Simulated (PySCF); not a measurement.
CH2Cl, SMILES [CH2]Cl, multiplicity 2. Atoms are numbered in the order given.

```xyz
4

C      0.0000     0.0000     1.1120
Cl     0.0000     0.0000    -0.5825
H      0.0000     0.9539     1.6150
H      0.0000    -0.9539     1.6150
```
Charge 0, spin multiplicity 2.

Geometry optimised at r2SCAN-D4/def2-TZVP. The isomer is the one that the SMILES or the coordinates give; other isomers of the formula were not compared.

Method: PBE/pcH-1 in PySCF.

Unrestricted Kohn–Sham, ⟨S²⟩ = 0.753. Hyperfine tensors hold the contact and dipolar terms, without spin-orbit corrections.

Computed hyperfine couplings:
```json
[
 {"nucleus": "13C no. 1", "A(iso) (MHz)": "78.6", "A(iso) (G)": "28.1", "dipolar principal values (MHz)": "-79.6, -79.2, 158.8"},
 {"nucleus": "35Cl no. 2", "A(iso) (MHz)": "0.4", "A(iso) (G)": "0.1", "dipolar principal values (MHz)": "-36.2, -26.6, 62.8"},
 {"nucleus": "1H no. 3", "A(iso) (MHz)": "-61.3", "A(iso) (G)": "-21.9", "dipolar principal values (MHz)": "-36.5, -0.9, 37.4"},
 {"nucleus": "1H no. 4", "A(iso) (MHz)": "-61.3", "A(iso) (G)": "-21.9", "dipolar principal values (MHz)": "-36.5, -0.9, 37.4"}
]
```

**Question.** And the g tensor (effective nuclear charges for spin-orbit coupling, GIAO)? (Estimate from the structure and the level; the computed values follow.)

**Answer.** principal values 2.0017, 2.0096, 2.0102; isotropic 2.0072.
